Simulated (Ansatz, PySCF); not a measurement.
Gas-phase reaction (SMILES): C[O][Al]([F])[F] + N (NH3) → [NH2][Al]([F])[F] + CO (CH4O); ammonia cleaves one Al-O bond, a model of a ligand-exchange step.

Each molecule is optimised on its own at B3LYP-D3(BJ)/def2-TZVP (Ansatz, an electronic-structure program), one conformer each, not searched for the lowest. Correlated levels leave the core frozen unless marked. Spin-orbit coupling is left out. No relativistic terms. Basis-set limits of correlation are two-point, X^-3; Hartree-Fock from the larger set. Thermal terms are rigid-rotor harmonic-oscillator values from B3LYP-D3(BJ) frequencies (Ansatz or PySCF) at 298.15 K and 1 atm. 1 Eh = 627.5095 kcal/mol.

```csv
species,"E, CCSD(T)/CBS(cc-pV(T+d)Z,cc-pV(Q+d)Z) (Ansatz) (Eh)","E, PBE-D3(BJ)/def2-TZVPD (Ansatz + dftd3) (Eh)",H - E (Eh)
C[O][Al]([F])[F],-556.82056,-557.13937,0.05501
N (NH3),-56.50369,-56.51114,0.03799
[NH2][Al]([F])[F],-497.70069,-498.00421,0.03710
CO (CH4O),-115.60979,-115.63404,0.05533
```

Work out ΔE and ΔH at 298.15 K at the first level, then ΔH at the second.


1. ΔE = [(-497.70069) + (-115.60979)] - [(-556.82056) + (-56.50369)] = 0.01377 Eh = 8.6 kcal/mol at CCSD(T)/CBS(cc-pV(T+d)Z,cc-pV(Q+d)Z).
2. The terms H - E add up to -0.00057 Eh, so ΔH = (0.01377 + (-0.00057))×627.5095 = 8.3 kcal/mol.
3. At PBE-D3(BJ)/def2-TZVPD the same steps give ΔE = 7.7 and ΔH = 7.3 kcal/mol, a shift of -1.0 from the first level.
4. These values are not checked against measurement here, since the tables used lack a sound gas-phase enthalpy of formation for at least one species.
